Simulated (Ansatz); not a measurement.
PBE exchange is replaced step by step with exact exchange (0 % is PBE, 25 % PBE0; no dispersion term), basis def2-SVP, Ansatz. System: 1-ethyl-3-methylimidazolium, `CCn1cc[n+](C)c1`. Total charge 1; singlet. Geometry: r2SCAN-D4/def2-SVP.

Geometry of the singlet:

```xyz
19

C    -1.6639   -1.4292    1.7628
C    -1.7783   -0.9050    0.3416
N    -0.6503   -0.0266   -0.0213
C    -0.4828    1.2783    0.3911
C     0.7135    1.7104   -0.1158
N     1.2554    0.6574   -0.8235
C     2.5280    0.6821   -1.5417
C     0.4133   -0.3830   -0.7524
H    -2.5280   -2.0740    1.9790
H    -1.6629   -0.6111    2.4984
H    -0.7500   -2.0263    1.8987
H    -1.7919   -1.7213   -0.3951
H    -2.6967   -0.3169    0.1941
H    -1.2228    1.7935    1.0002
H     1.2144    2.6730   -0.0356
H     2.4932    1.4490   -2.3274
H     2.7006   -0.2994   -1.9983
H     3.3421    0.9055   -0.8391
H     0.5670   -1.3565   -1.2158
```

| exact exchange (%) | HOMO (eV) | LUMO (eV) | gap (eV) |
| --- | --- | --- | --- |
| 0 | -11.08 | -5.93 | 5.15 |
| 10 | -11.51 | -5.53 | 5.98 |
| 15 | -11.73 | -5.34 | 6.39 |
| 40 | -12.79 | -4.35 | 8.44 |

**Question.** Estimate the row for 25 %.

**Answer.** 
```tsv
exact exchange (%)	HOMO (eV)	LUMO (eV)	gap (eV)
25	-12.15	-4.94	7.21
```
